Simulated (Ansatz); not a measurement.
Born–Oppenheimer molecular dynamics of H7N3Si (11 atoms, charge 0, multiplicity 1). It starts from a relaxed structure.

All numbers below come from Ansatz, RKS PBE-D4/STO-3G.

```
ensemble        : NVT, Nosé–Hoover chain
time step       : 0.5 fs
steps asked     : 250
set temperature : 700 K
thermostat      : time constant 100 fs, chain length 3 (defaults)
seed            : 725447
```

First frame:

```xyz
11
Properties=species:S:1:pos:R:3
Si 0.033 -0.021 0.011
H 0.134 -0.086 1.462
N 1.676 0.308 -0.649
H 2.316 -0.444 -0.250
H 1.665 0.046 -1.681
N -1.105 1.309 -0.411
H -0.936 1.561 -1.433
H -0.741 2.181 0.080
N -0.588 -1.607 -0.576
H -1.491 -1.790 -0.042
H -0.958 -1.458 -1.564
```

Question: What does the run give?

Answer: All steps were run.

```
steps done                                               : 250
time covered                                             : 125 fs
mean temperature over the second half                    : 423 K
spread of the potential energy over the second half      : 9.9 meV per atom
mean potential energy of the second half above the start : 47.7 meV per atom
```

The conserved energy stayed within 0.72 meV per atom of its start (net change 0.44 meV per atom), so the integration is sound. The mean temperature of the second half is 40 % below the set value. A run of 0.12 ps of so small a system gives no equilibrium averages. Limits of this set-up: minimal basis.

Question: What happens to the structure?

Answer: The same pairs are bonded in the first frame and the last. Pairs count as bonded within 1.25 times the sum of covalent radii (0.12 Å more for H–H). Another seed would give other details.

Question: How do temperature and energy run in time?

Answer: 
```json
{"time (fs)": "0", "T (K)": "700", "potential energy less start (eV)": "0.000", "conserved less start (meV/atom)": "0.00"}
{"time (fs)": "6", "T (K)": "327", "potential energy less start (eV)": "0.435", "conserved less start (meV/atom)": "0.15"}
{"time (fs)": "12", "T (K)": "256", "potential energy less start (eV)": "0.523", "conserved less start (meV/atom)": "0.45"}
{"time (fs)": "18", "T (K)": "438", "potential energy less start (eV)": "0.317", "conserved less start (meV/atom)": "0.50"}
{"time (fs)": "24", "T (K)": "304", "potential energy less start (eV)": "0.476", "conserved less start (meV/atom)": "0.33"}
{"time (fs)": "30", "T (K)": "305", "potential energy less start (eV)": "0.479", "conserved less start (meV/atom)": "0.22"}
{"time (fs)": "36", "T (K)": "379", "potential energy less start (eV)": "0.402", "conserved less start (meV/atom)": "0.37"}
{"time (fs)": "42", "T (K)": "267", "potential energy less start (eV)": "0.546", "conserved less start (meV/atom)": "0.55"}
{"time (fs)": "48", "T (K)": "226", "potential energy less start (eV)": "0.601", "conserved less start (meV/atom)": "0.41"}
{"time (fs)": "54", "T (K)": "515", "potential energy less start (eV)": "0.276", "conserved less start (meV/atom)": "0.24"}
{"time (fs)": "60", "T (K)": "451", "potential energy less start (eV)": "0.373", "conserved less start (meV/atom)": "0.28"}
{"time (fs)": "66", "T (K)": "266", "potential energy less start (eV)": "0.606", "conserved less start (meV/atom)": "0.49"}
{"time (fs)": "72", "T (K)": "389", "potential energy less start (eV)": "0.480", "conserved less start (meV/atom)": "0.51"}
{"time (fs)": "78", "T (K)": "361", "potential energy less start (eV)": "0.532", "conserved less start (meV/atom)": "0.27"}
{"time (fs)": "84", "T (K)": "525", "potential energy less start (eV)": "0.359", "conserved less start (meV/atom)": "0.13"}
{"time (fs)": "90", "T (K)": "540", "potential energy less start (eV)": "0.372", "conserved less start (meV/atom)": "0.36"}
{"time (fs)": "96", "T (K)": "259", "potential energy less start (eV)": "0.726", "conserved less start (meV/atom)": "0.65"}
{"time (fs)": "102", "T (K)": "464", "potential energy less start (eV)": "0.506", "conserved less start (meV/atom)": "0.47"}
{"time (fs)": "108", "T (K)": "608", "potential energy less start (eV)": "0.365", "conserved less start (meV/atom)": "0.21"}
{"time (fs)": "114", "T (K)": "474", "potential energy less start (eV)": "0.549", "conserved less start (meV/atom)": "0.31"}
{"time (fs)": "120", "T (K)": "346", "potential energy less start (eV)": "0.721", "conserved less start (meV/atom)": "0.58"}
```

Run time: 2.9 min on 1 thread of AMD EPYC 9R45 96-Core Processor (Zen 5) (shared host), peak memory 0.11 GiB.
